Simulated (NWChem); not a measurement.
System: CH5AlS2; SMILES [Al]([CH3])([SH])[SH]

Here is an NWChem input.

```
start job
memory heap 200 mb stack 900 mb global 1100 mb
geometry units angstroms
  Al     0.420587    -0.094228    -0.029744
  C      2.339668    -0.555816    -0.147849
  H      2.502274    -1.638370    -0.143069
  H      2.905576    -0.153944     0.698265
  H      2.794236    -0.170903    -1.066096
  S     -0.601054    -0.005804     1.925200
  H     -1.828688    -0.176738     1.437534
  S     -0.773686     0.331569    -1.836497
  H     -1.777978     0.922131    -1.190490
end
basis spherical
  * library def2-svp
end
dft
  xc xpbe96 cpbe96
  disp vdw 4
  iterations 150
end
driver
  maxiter 120
end
task dft optimize
task dft freq
```

Excerpt of the output:

```
             Northwest Computational Chemistry Package (NWChem) 7.3.0
             --------------------------------------------------------

 C1  symmetry detected

                             Geometry "geometry" -> ""
                             -------------------------

 Output coordinates in angstroms (scale by  1.889725989 to convert to a.u.)

  No.       Tag          Charge          X              Y              Z
 ---- ---------------- ---------- -------------- -------------- --------------
    1 Al                  13.0000     0.39305528     0.00068447     0.00572240
    2 C                    6.0000     2.37027247    -0.01992718    -0.00273484
    3 H                    1.0000     2.77500701    -0.13584302    -1.01324965
    4 H                    1.0000     2.76904813    -0.85058759     0.58772525
    5 H                    1.0000     2.78786252     0.90744860     0.40169112
    6 S                   16.0000    -0.75559019    -1.88450835     0.01178990
    7 H                    1.0000    -1.87468660    -1.35579207    -0.48035247
    8 S                   16.0000    -0.73788207     1.89613835    -0.00779751
    9 H                    1.0000    -1.89302842     1.35935901     0.38232527

 Effective nuclear repulsion energy (a.u.)     239.2622471978

                                Z-matrix (autoz)
                                --------

 Units are Angstrom for bonds and degrees for angles

[...]

      ----------------------
      Optimization converged
      ----------------------

  Step       Energy      Delta E   Gmax     Grms     Xrms     Xmax
  ---- ---------------- -------- -------- -------- -------- --------
@    7   -1079.13454029 -5.0D-08  0.00002  0.00001  0.00054  0.00133
                                     ok       ok       ok       ok

                                Z-matrix (autoz)
                                --------

 Units are Angstrom for bonds and degrees for angles

[...]

 Rotational Constants
 --------------------
 A=   0.127086 cm-1  (  0.182844 K)
 B=   0.069145 cm-1  (  0.099482 K)
 C=   0.045167 cm-1  (  0.064984 K)

 Temperature                      =   298.15K
 frequency scaling parameter      =   1.0000

 Zero-Point correction to Energy  =   33.275 kcal/mol  (  0.053027 au)
 Thermal correction to Energy     =   38.313 kcal/mol  (  0.061056 au)
 Thermal correction to Enthalpy   =   38.905 kcal/mol  (  0.061999 au)

 Total Entropy                    =   90.710 cal/mol-K
   - Translational                =   39.929 cal/mol-K (mol. weight = 107.9648)
   - Rotational                   =   27.787 cal/mol-K (symmetry #  =        1)
   - Vibrational                  =   22.995 cal/mol-K

 Cv (constant volume heat capacity) =   25.181 cal/mol-K
   - Translational                  =    2.979 cal/mol-K
   - Rotational                     =    2.979 cal/mol-K
   - Vibrational                    =   19.222 cal/mol-K

[normal modes left out]

 ----------------------------------------------------------------------------
 Normal Eigenvalue ||           Projected Infra Red Intensities
  Mode   [cm**-1]  || [atomic units] [(debye/angs)**2] [(KM/mol)] [arbitrary]
 ------ ---------- || -------------- ----------------- ---------- -----------
    1       -0.000 ||    0.000004           0.000         0.003       0.003
    2       -0.000 ||    0.000001           0.000         0.001       0.000
    3       -0.000 ||    0.000002           0.000         0.002       0.002
    4        0.000 ||    0.000001           0.000         0.001       0.001
    5        0.000 ||    0.000000           0.000         0.000       0.000
    6        0.000 ||    0.000014           0.000         0.014       0.010
    7       15.275 ||    0.000027           0.001         0.027       0.019
    8      136.446 ||    0.012537           0.289        12.222       8.945
    9      137.225 ||    0.001198           0.028         1.168       0.855
   10      167.347 ||    0.009263           0.214         9.030       6.609
   11      182.577 ||    0.000067           0.002         0.065       0.048
   12      258.210 ||    0.039377           0.908        38.386      28.096
   13      377.484 ||    0.011470           0.265        11.181       8.184
   14      514.087 ||    0.043710           1.008        42.610      31.188
   15      566.264 ||    0.002666           0.062         2.599       1.902
   16      616.175 ||    0.032277           0.745        31.465      23.030
   17      637.838 ||    0.025129           0.580        24.497      17.930
   18      685.863 ||    0.047537           1.097        46.341      33.919
   19      712.420 ||    0.125030           2.885       121.885      89.212
   20     1164.481 ||    0.016164           0.373        15.758      11.534
   21     1372.996 ||    0.000920           0.021         0.897       0.657
   22     1376.018 ||    0.003388           0.078         3.303       2.418
   23     2621.472 ||    0.002125           0.049         2.072       1.517
   24     2624.536 ||    0.001295           0.030         1.262       0.924
   25     2972.645 ||    0.000810           0.019         0.790       0.578
   26     3067.041 ||    0.001478           0.034         1.441       1.055
   27     3081.062 ||    0.001913           0.044         1.865       1.365
 ----------------------------------------------------------------------------
```

Level: PBE-D3(BJ)/def2-SVP.
